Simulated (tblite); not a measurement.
Compound: C₅H₇BNO₂ (doublet state).
Numbering: `[CH3:1][CH2:2]/[C:3](=[CH:4]\[C:5]#[N:6])[B:7]([O:8])[OH:9]` (hydrogens: H10, H11, H12 on C1; H13, H14 on C2; H15 on C4; H16 on O9)
Bond orders are those of one Lewis drawing.

Computed with GFN2-xTB (tblite), gas phase: L-BFGS steps from a force-field or distance-geometry start until the largest atomic force falls under 0.01 eV/Å.

Step 1: E = -720.2015 eV
```
atom  x, y, z in Å  |  force x, y, z in eV/Å
C1     -1.9023   -0.7879   -0.1279   -0.310  -0.087   0.339
C2     -0.9264   -0.0381    0.7777   -0.296  -0.444   0.245
C3      0.4420    0.0729    0.2250   -0.758   0.834  -0.238
C4      0.9280    1.3003    0.0201    0.067   0.243   0.082
C5      0.1125    2.4556    0.3296    2.180  -2.551  -0.922
N6     -0.5382    3.3485    0.5606   -1.146   1.787   0.440
B7      1.3783   -1.2584   -0.0358    2.296  -1.770   2.830
O8      1.3819   -2.1252    0.9657   -0.987   1.872  -2.357
O9      2.5803   -1.0246   -0.7978   -1.081   0.549   0.338
H10    -2.8855   -0.6995    0.3504    0.092  -0.085  -0.348
H11    -1.9570   -0.3808   -1.1495    0.150  -0.295   0.491
H12    -1.6198   -1.8476   -0.0976   -0.127   0.306  -0.464
H13    -1.3070    0.9679    1.0376    0.123  -0.399  -0.241
H14    -0.8707   -0.6093    1.7019    0.018  -0.077   0.261
H15     1.9337    1.4150   -0.3654   -0.166   0.478   0.028
H16     3.2426   -0.7799   -0.1387   -0.055  -0.363  -0.485
```

Step 2: E = -717.2803 eV
```
atom  x, y, z in Å  |  force x, y, z in eV/Å
C1     -1.9333   -0.7990   -0.1122    1.753   0.353  -0.317
C2     -0.9304   -0.0565    0.8047   -0.516   0.044  -1.267
C3      0.4022    0.1170    0.2136   -0.761  -0.104   0.141
C4      0.9318    1.3088    0.0239    1.414  -0.937  -0.548
C5      0.1694    2.3936    0.3029   -5.957   8.939   2.139
N6     -0.5545    3.3788    0.5675    5.258  -7.054  -1.922
B7      1.4871   -1.3530    0.0917    6.037  22.371 -24.912
O8      1.3431   -2.0313    0.8499   -6.101 -23.536  26.107
O9      2.5361   -1.0011   -0.7708   -0.515   0.707  -0.989
H10    -2.8698   -0.7037    0.3315   -1.615   0.029   0.517
H11    -1.9505   -0.3934   -1.1299    0.068  -0.103   0.322
H12    -1.6245   -1.8309   -0.1163   -0.079  -0.378  -0.303
H13    -1.3005    0.9500    1.0261   -0.166  -0.033   0.048
H14    -0.8710   -0.6069    1.7040    0.164  -0.631   1.090
H15     1.9254    1.4345   -0.3640    0.226   0.234  -0.149
H16     3.2316   -0.7981   -0.1664    0.791   0.098   0.043
```

Step 3: E = -720.5078 eV
```
atom  x, y, z in Å  |  force x, y, z in eV/Å
C1     -1.9146   -0.7928   -0.1188    0.351   0.065   0.086
C2     -0.9315   -0.0496    0.7890   -0.307  -0.169  -0.242
C3      0.4170    0.0986    0.2184   -0.298  -0.260   0.000
C4      0.9330    1.3040    0.0212    0.376  -0.012  -0.128
C5      0.1417    2.4274    0.3152   -2.144   3.503   0.683
N6     -0.5433    3.3607    0.5630    2.491  -3.216  -0.885
B7      1.4568   -1.2665   -0.0103    0.215  -1.289   2.526
O8      1.3446   -2.1189    0.9513   -0.660   1.273  -1.508
O9      2.5514   -1.0084   -0.7856    0.018   0.689  -0.391
H10    -2.8812   -0.7021    0.3406   -0.519  -0.058  -0.013
H11    -1.9530   -0.3890   -1.1361    0.109  -0.150   0.313
H12    -1.6229   -1.8387   -0.1099   -0.082  -0.062  -0.353
H13    -1.3035    0.9568    1.0309   -0.056  -0.193  -0.091
H14    -0.8701   -0.6102    1.7072    0.088  -0.253   0.474
H15     1.9291    1.4279   -0.3651    0.103   0.353  -0.077
H16     3.2390   -0.7903   -0.1549    0.313  -0.222  -0.393
```

Step 4: E = -720.5105 eV
```
atom  x, y, z in Å  |  force x, y, z in eV/Å
C1     -1.9039   -0.7897   -0.1178   -0.568  -0.233   0.187
C2     -0.9387   -0.0523    0.7803    0.091  -0.234   0.518
C3      0.4144    0.0929    0.2186    0.034   0.710  -0.116
C4      0.9385    1.3041    0.0190   -0.547   0.073   0.203
C5      0.1215    2.4641    0.3212    4.752  -6.027  -1.826
N6     -0.5172    3.3281    0.5538   -3.836   5.407   1.413
B7      1.4604   -1.2698    0.0132    0.522  -0.558   1.333
O8      1.3314   -2.1146    0.9451   -0.638   0.536  -0.682
O9      2.5502   -0.9982   -0.7951   -0.066   0.602   0.163
H10    -2.8925   -0.7029    0.3419    0.025  -0.107  -0.243
H11    -1.9514   -0.3914   -1.1309    0.123  -0.065   0.140
H12    -1.6243   -1.8408   -0.1153   -0.059  -0.004  -0.321
H13    -1.3047    0.9542    1.0300   -0.082  -0.211  -0.109
H14    -0.8684   -0.6157    1.7172    0.029   0.014   0.019
H15     1.9308    1.4334   -0.3664    0.129   0.352  -0.074
H16     3.2462   -0.7926   -0.1587    0.091  -0.255  -0.605
```

**Question.** Estimate the geometry and energy of step 5. (The exact step hangs on the optimiser's Hessian estimate; all steps are aligned on step 4, rigid shifts and turns removed.)

**Answer.** E = -720.7405 eV, largest force 1.339 eV/Å
```
atom  x, y, z in Å  |  force x, y, z in eV/Å
C1     -1.9114   -0.7932   -0.1148   -0.134  -0.097   0.128
C2     -0.9383   -0.0560    0.7875   -0.037  -0.166   0.145
C3      0.4078    0.1026    0.2166   -0.025   0.096   0.027
C4      0.9377    1.3043    0.0200   -0.014   0.047  -0.024
C5      0.1411    2.4438    0.3125    0.304   0.037  -0.186
N6     -0.5269    3.3437    0.5576    0.189  -0.050  -0.060
B7      1.4820   -1.2721    0.0232    0.069  -0.483   1.247
O8      1.3171   -2.1145    0.9430   -0.552   0.418  -0.525
O9      2.5454   -0.9894   -0.7911   -0.042   0.551  -0.143
H10    -2.8915   -0.7042    0.3381   -0.238  -0.095  -0.104
H11    -1.9495   -0.3936   -1.1271    0.102  -0.032   0.120
H12    -1.6253   -1.8390   -0.1204   -0.060  -0.119  -0.280
H13    -1.3047    0.9503    1.0276   -0.126  -0.134  -0.048
H14    -0.8681   -0.6156    1.7181    0.065  -0.092   0.178
H15     1.9310    1.4387   -0.3670    0.103   0.276  -0.069
H16     3.2457   -0.7971   -0.1677    0.393  -0.159  -0.405
```

The energy changes by -0.2300 eV. The first-order estimate −F·Δx gives -0.4323 eV and the mean of the old and new forces, exact on a quadratic surface, -0.2390 eV. The step makes an angle of 38° with the force vector and moves no atom by more than 0.030 Å.

The cost below is that of the whole relaxation. The run took 1.1 s on one thread, Arm Neoverse V1 (aarch64), shared host with 32 logical CPUs at a one-minute load of 14.
